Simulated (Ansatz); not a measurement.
A run on B2ClFH2 (`FBBCl`) with other settings.

```yaml
crystal:
  periodic: [false, false, false]
  atoms:
    - {symbol: F, position_ang: [1.399573, -1.313591, -0.267420]}
    - {symbol: B, position_ang: [0.803847, -0.134094, -0.366033]}
    - {symbol: B, position_ang: [-0.636644, 0.183762, 0.464239]}
    - {symbol: Cl, position_ang: [-2.143563, -0.114168, -0.364007]}
    - {symbol: H, position_ang: [1.341894, 0.675003, -1.078787]}
    - {symbol: H, position_ang: [-0.723006, 0.638988, 1.565808]}
basis:
  gaussian: {orbitals: 6-31G}
hamiltonian: {xc: {name: wB97X-V}}
scf: {lower_state_search: light}
```

```sh
$ ansatz run in.yaml --threads 2 --pin off --events-out ev --progress --plain --max-ram 4352MiB
```

Shortened log:

```
Functional definition: wB97X-V
531 factors; integrals over basis functions are off by at most 2.4e-4 eV
184 factors; integrals over basis functions are off by at most 3.3e-6 eV
mean field evaluation 1: about -16619.4193 eV, gradient 2.5e1 eV
mean field evaluation 2: about -16619.6508 eV, gradient 2.8e1 eV
mean field evaluation 4: about -16620.7943 eV, gradient 8.7e-1 eV
mean field evaluation 8: about -16620.8547 eV, gradient 2.1e-2 eV
mean field evaluation 16: about -16620.8547 eV, gradient 4.0e-5 eV
mean field -16620.85473766 eV, -610.8051455891 hartree, gradient 4.0e-5 eV, S^2 0.000000; 0 other end points of the search recorded, 0 dependent functions left out
reference -16620.85473650 eV, -610.8051455464 hartree; 19, 19 occupied and 25, 25 virtual orbitals, 531 factors
Total energy: -16620.85473650 eV, -610.8051455464 hartree
```

It took 1 s on 2 threads of an AMD EPYC 9B45 on a shared host, with 0.15 GiB of host memory at the peak.
